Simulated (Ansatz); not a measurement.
Calculated with Ansatz (gas phase, PBE0-D4/def2-TZVP geometries, no zero-point term in ΔE). CCSD(T)/CBS adds triple-zeta CCSD(T) − MP2 to the extrapolated MP2 energy (def2 sets, frozen cores). This one scheme is used for every species. DFT in def2-TZVPP.

Reaction (formal exchange of groups at a C–Si bond): `N#C[Si](F)(F)C#N` + `N#C[SiH3]` → `N#C[SiH2]C#N` + `N#C[SiH](F)F`

| level | ΔE (kJ/mol) |
| --- | --- |
| ωB97M-V | -5.1 |
| CAM-B3LYP | -6.6 |

Question: What does CCSD(T)/CBS give? (Best estimate.)

Answer: Computed: -6.4 kJ/mol. The listed levels differ from it by 1.3, -0.2 kJ/mol.

Largest T1 diagnostic among the species: 0.014.

Leaving LDA and LC-ωPBE aside and taking each functional with its dispersion term where it has one, the values, not all of them listed here, spread over 7.2 kJ/mol, from B2PLYP to B97M-V. At CCSD(T), def2-SVP lies +3.1 kJ/mol from the extrapolated value and def2-TZVPP +1.9 kJ/mol.
